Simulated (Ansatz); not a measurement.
Total energies of Au2Br⁺ (the lowest singlet isomer of a short search) from Ansatz at r2SCAN-D4/def2-TZVP, gas phase (1 Eh = 27.2114 eV = 2625.5 kJ/mol). The reference geometry is relaxed at r2SCAN-D4/def2-TZVP.

```xyz
3

Au   -0.678    1.103    0.862
Au   -0.626   -1.209   -0.753
Br    1.304    0.106   -0.110
```

| state | geometry | energy (Eh) |
| --- | --- | --- |
| charge 1 singlet | reference | -2845.47230 |
| charge 0 doublet | reference | -2845.74329 |
| charge 1 triplet | relaxed at r2SCAN-D4/def2-TZVP | -2845.41207 |
| charge 1 quintet | relaxed at r2SCAN-D4/def2-TZVP | -2845.31620 |

In the def2 sets Au takes a core potential; there is no spin–orbit coupling.

(1) Work out the vertical electron affinity, to the doublet.

(2) Which of the charge 1 states is lowest, and how far above it are the others?

(1) E(charge 1 singlet) − E(charge 0 doublet) = -2845.47230 − (-2845.74329) = 0.27099 Eh = 7.37 eV.

(2) The singlet. triplet: -2845.41207 − (-2845.47230) = 0.06023 Eh = 158.1 kJ/mol; quintet: -2845.31620 − (-2845.47230) = 0.15610 Eh = 409.8 kJ/mol.

The structure comes from a short search, and lower isomers may exist.
